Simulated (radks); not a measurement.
Values are calculated unless marked as measured or tabulated.
Task: The nitrogen anion N-, [He] 2s2 2p4, held by a Watson sphere: a shell of charge +1 at radius R that stands for the Madelung well of a crystal (potential energy -1/R inside, -1/r outside, in hartree with lengths in bohr). Level of theory: non-relativistic Kohn-Sham, LDA (Slater exchange, VWN5 correlation), spin-polarised, spherical densities, point nucleus; open shells are filled with parallel spins first (a radial shooting solver on a logarithmic mesh with Libxc functionals). Response by self-consistent Sternheimer equations with the Hartree and adiabatic LDA kernel. The sphere does not respond.

R (bohr)  e(2s down) (eV)  e(2p up) (eV)  e(2p down) (eV)  <r> 2p (bohr)  sum of <r^2> (bohr^2)  X-ray form factor at sin(theta)/lambda = 0.1 1/angstrom  alpha (bohr^3)
2.43              -15.529         -7.056           -4.874          1.794                  19.54                                                    6.787           17.37
2.49              -15.407         -6.948           -4.773          1.807                  19.72                                                    6.779           17.96
2.56              -15.268         -6.824           -4.658          1.821                  19.93                                                    6.770           18.66
2.82              -14.787         -6.388           -4.249          1.874                  20.67                                                    6.740           21.51
3.1               -14.323         -5.961           -3.842          1.929                  21.41                                                    6.711           24.98
3.59              -13.630         -5.314           -3.215          2.026                  22.61                                                    6.671           32.35
3.73              -13.457         -5.151           -3.055          2.054                  22.94                                                    6.661           34.84

Estimate the row for R = 2.64 bohr.

Result: e(2s down) (eV) -15.115; e(2p up) (eV) -6.686; e(2p down) (eV) -4.529; <r> 2p (bohr) 1.837; sum of <r^2> (bohr^2) 20.16; X-ray form factor at sin(theta)/lambda = 0.1 1/angstrom 6.760; alpha (bohr^3) 19.50.
